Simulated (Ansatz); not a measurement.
An input meant for the cluster Mg4Se5 (charge 0, singlet; scaled by 1.12).

```yaml
crystal:
  periodic: [false, false, false]
  atoms:
    - {symbol: Mg, position_ang: [0.893046, 0.340320, 1.704153]}
    - {symbol: Mg, position_ang: [-0.801532, 1.564838, -0.712969]}
    - {symbol: Mg, position_ang: [1.868756, -0.413322, -2.036508]}
    - {symbol: Mg, position_ang: [0.923919, -3.230601, -1.018144]}
    - {symbol: Se, position_ang: [-1.399973, -0.444909, 3.157337]}
    - {symbol: Se, position_ang: [-1.530082, 2.110126, 2.158742]}
    - {symbol: Se, position_ang: [2.210250, 1.805558, -0.331575]}
    - {symbol: Se, position_ang: [-1.246594, -1.296335, -0.045159]}
    - {symbol: Se, position_ang: [-0.917789, -0.435675, -2.875876]}
basis:
  gaussian: {orbitals: cc-pVDZ}
hamiltonian: {xc: {name: wB97M-V}, dispersion: rvv10}
scf: {omitted_lower_state_checks: [starts]}
```

```sh
$ ansatz run in.yaml --threads 4 --pin off --events-out ev --progress --plain --max-ram 6963MiB
```

It prints (some lines left out):

```
Error: invalid value for `hamiltonian.dispersion`: this functional's text states its nonlocal part
```

In this input the functional holds a nonlocal dispersion part already, so the dispersion key must go. The input was rejected before any iteration.
